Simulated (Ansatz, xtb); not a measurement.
# C2H6FGaO: which of two isomers lies lower

We compare I, `[CH3][GaH][C@@H](O)F`, a singlet, with II, `[CH3][Ga]([OH])[CH2]F`, a singlet. Both are isolated molecules in the gas phase, relaxed with B3LYP/def2-SVP; the shapes shown needn't be the lowest conformers.

I (Å):

```json
{"atom": "C", "x (Å)": "-1.3848", "y (Å)": "1.7547", "z (Å)": "-0.9423"}
{"atom": "C", "x (Å)": "0.1778", "y (Å)": "-1.2410", "z (Å)": "-0.4016"}
{"atom": "F", "x (Å)": "0.5982", "y (Å)": "-1.4156", "z (Å)": "-1.7516"}
{"atom": "Ga", "x (Å)": "0.2147", "y (Å)": "0.7760", "z (Å)": "-0.2908"}
{"atom": "O", "x (Å)": "-1.0325", "y (Å)": "-1.8690", "z (Å)": "-0.1968"}
{"atom": "H", "x (Å)": "-2.2543", "y (Å)": "1.1079", "z (Å)": "-1.1387"}
{"atom": "H", "x (Å)": "-1.1299", "y (Å)": "2.2754", "z (Å)": "-1.8811"}
{"atom": "H", "x (Å)": "-1.6840", "y (Å)": "2.5281", "z (Å)": "-0.2160"}
{"atom": "H", "x (Å)": "1.5084", "y (Å)": "1.5409", "z (Å)": "0.1838"}
{"atom": "H", "x (Å)": "0.9129", "y (Å)": "-1.7807", "z (Å)": "0.2163"}
{"atom": "H", "x (Å)": "-1.7335", "y (Å)": "-1.3631", "z (Å)": "-0.6315"}
```

II (Å):

```xyz
11

C     1.3871   -0.0080   -0.3065
C    -2.2011    0.2325    0.1414
F    -3.2903   -0.2961   -0.5523
Ga   -0.5009   -0.3520   -0.7488
O    -0.7451   -1.3747   -2.2081
H     1.5151    0.6830    0.5394
H     1.8787   -0.9629   -0.0602
H     1.8952    0.4094   -1.1900
H    -1.6760   -1.5418   -2.4091
H    -2.2925    1.3343    0.1582
H    -2.2500   -0.1092    1.1919
```

Question: Estimate E(II) − E(I) at the level CCSD(T)/def2-SVP + ΔMP2/def2-TZVPP.

Answer: Calculated at CCSD(T)/def2-SVP + ΔMP2/def2-TZVPP: E(II) − E(I) = −1.383 eV, so structure II lies lower.

The same difference at several levels:

```tsv
level	geometry	E(II) − E(I) (eV)	departure from the last row (eV)	job, with rough time for the two
B3LYP/def2-SVP	B3LYP/def2-SVP	−1.157	+0.227	optimisation, 76 s
HF/def2-SVP	B3LYP/def2-SVP	−1.221	+0.163	part of the CCSD(T) run
MP2/def2-SVP	B3LYP/def2-SVP	−1.336	+0.047	part of the CCSD(T) run
CCSD(T)/def2-SVP	B3LYP/def2-SVP	−1.256	+0.128	single point
CCSD(T)/def2-SVP + ΔMP2/def2-TZVPP	B3LYP/def2-SVP	−1.383		single point, 52 s
```

As drawn, II has 1 Ga–O, 1 C–H in place of 1 C–O, 1 Ga–H.

None of the levels shown reverses the order. The largest departure from CCSD(T)/def2-SVP + ΔMP2/def2-TZVPP is that of B3LYP/def2-SVP, 0.227 eV. Levels run at GFN2-xTB geometries aren't shown. The last row adds to CCSD(T) the change of the MP2 difference between the two basis sets, here −0.128 eV.

With thermal terms from frequencies at re-optimised GFN2-xTB minima (ideal gas, soft modes damped towards free rotors, one conformer each, 298.15 K, 1 atm): the zero-point term adds +0.084 eV; ΔH is −1.292 and ΔG −1.316 eV.

The correlated steps freeze 13 core orbitals; the filled d shell of Ga is correlated, in a basis made for valence electrons. Mirror images aren't counted in ΔG. Programs: Ansatz 0.2.0, xtb 6.7.1; the last row on 2 threads of Intel(R) Xeon(R) Platinum 8259CL CPU @ 2.50GHz (Skylake/Cascade Lake) on a shared host.
